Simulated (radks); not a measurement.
The numbers below are computed, except where a source is named.
Spin polarisation of the 5s1 shell in the cadmium ion Cd+. Start: [Kr] 4d10 5s(up 0.5, down 0.5); electrons of 5s are moved from spin down to spin up, other shells keep equal spins. Code: a radial shooting solver on a logarithmic mesh with Libxc functionals. Model: scalar-relativistic Kohn-Sham, PBE, spin-polarised, spherical densities, point nucleus.

| moment (Bohr magnetons) | E - E(0) (eV) | e(5s up) (eV) | e(5s down) (eV) | 4d down minus up (eV) | 4p down minus up (eV) | 4s down minus up (eV) |
|---|---|---|---|---|---|---|
| 0 | 0.000 | -13.058 | -13.058 | 0.000 | 0.000 | 0.000 |
| 0.25 | -0.014 | -13.169 | -12.944 | 0.063 | 0.013 | 0.007 |
| 0.5 | -0.056 | -13.275 | -12.825 | 0.125 | 0.027 | 0.015 |
| 0.75 | -0.127 | -13.377 | -12.697 | 0.188 | 0.040 | 0.022 |
| 1 | -0.227 | -13.474 | -12.542 | 0.251 | 0.054 | 0.030 |

At moment 1 the spin-polarisation energy is -0.227 eV and the 5s exchange splitting 0.932 eV, that is 0.932 eV per Bohr magneton; E = -I m^2/4 would give I = 0.908 eV.
